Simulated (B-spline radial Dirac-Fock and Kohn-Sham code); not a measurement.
Kohn-Sham estimates against Dirac-Fock for the levels of N⁺

System: nitrogen as N⁺, [He] 2s2 2p2.

The density-functional columns are spherical, spin-unpolarised Dirac-Kohn-Sham results without Breit or QED terms: −ε is minus the orbital energy of the initial state and ΔSCF the difference of two total energies. The reference in the last column comes from Dirac-Fock energy differences between relaxed states, corrected for Breit and QED terms. All numbers are from a radial B-spline solver, in eV; a selection of levels is shown.

```tsv
level	LDA −ε	LDA ΔSCF	PBE −ε	PBE ΔSCF	Dirac-Fock
K (1s)	398.5	437.3	401.7	440.9	432.6
L1 (2s)	32.26	40.29	32.46	40.52	38.81
L2,3 (2p)	20.82	28.98	20.69	28.85	28.07
```

Q: Order the estimates of the K (1s) level by their distance from the Dirac-Fock value, nearest first.
A. LDA −ε
B. LDA ΔSCF
C. PBE −ε
D. PBE ΔSCF

A: B (4.8 eV), D (8.3 eV), C (30.9 eV), A (34.1 eV).

For the outermost level NIST gives 29.60125 eV (semi-empirical); the differences from it are LDA −ε -8.78, LDA ΔSCF -0.62, PBE −ε -8.91, PBE ΔSCF -0.75, Dirac-Fock -1.54 eV. The computed values are configuration averages and the table refers to the lowest terms.
